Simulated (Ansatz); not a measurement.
Computed with Ansatz.

A structure relaxed at PBE0-D4/def2-TZVP, charge 0, multiplicity 1:

```xyz
13

C     2.497    0.154    1.522
C     1.268    0.078    0.773
N     0.294    0.018    0.179
Al   -1.426   -0.088   -0.869
O    -1.224    1.269   -1.901
O    -2.560    0.063    0.411
O    -1.244   -1.643   -1.575
H     3.151   -0.672    1.238
H     2.997    1.100    1.310
H     2.280    0.092    2.589
H    -1.796    2.027   -1.795
H    -3.112   -0.683    0.638
H    -1.124   -1.717   -2.520
```

(1) Give its formula and SMILES.

(2) Point group (tolerance 0.08 Å, 0.16 Å for H)?

(3) Summarise the bond lengths by kind.

Results:

(1) C2H6AlNO3, `CC#[N+][Al-]([OH])([OH])[OH]`.

(2) C3.

(3) 1 × C–C 1.442 Å; 3 × C–H 1.091 Å; 1 × C–N 1.141 Å; 1 × Al–N 2.018 Å; 3 × Al–O 1.717 Å; 3 × H–O 0.955 Å.
